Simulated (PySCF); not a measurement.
Isomers of C3H5Cl. Gas-phase values, no solvent. Strings in code marks are SMILES.

Calculation: PySCF 2.14.0 with PBE0-D3(BJ)/def2-TZVP. Delta-SCF ions had no search for a lower state. Excitations are Tamm–Dancoff values on a coarser integration grid. The basis has no diffuse functions, so Rydberg states are missing or too high.

```csv
species,vertical ionisation energy (Delta-SCF) (eV),S1 oscillator strength,S1 excitation (TDA) (eV)
`C(Cl)(=C)C`,___,0.001,___
`ClC1CC1`,10.05,0.000,7.01
`C(=C\Cl)/C`,___,0.000,6.70
`C(/C)=C/Cl`,9.34,0.000,6.87
```

Question: Complete the blanks.

Answer: 
- `C(Cl)(=C)C`, vertical ionisation energy (Delta-SCF) (eV): 9.47
- `C(Cl)(=C)C`, S1 excitation (TDA) (eV): 6.75
- `C(=C\Cl)/C`, vertical ionisation energy (Delta-SCF) (eV): 9.29
